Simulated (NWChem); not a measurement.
Ge$_{2}$H$_{3}$F$_{3}$; SMILES [F][Ge]([F])([F])[GeH3]

**Question.** Give the equilibrium geometry at PBE0/def2-SVP (NWChem) as a Z-matrix, with the point group.

**Answer.** point group C3v; any orientation.
```
Ge
F 1 1.7244
F 1 1.7244 2 104.85
F 1 1.7244 2 104.85 3 -110.16
Ge 1 2.4137 2 113.77 3 124.92
H 5 1.5315 1 107.32 2 179.87
H 5 1.5315 6 111.54 1 117.27
H 5 1.5315 6 111.54 7 125.45
```
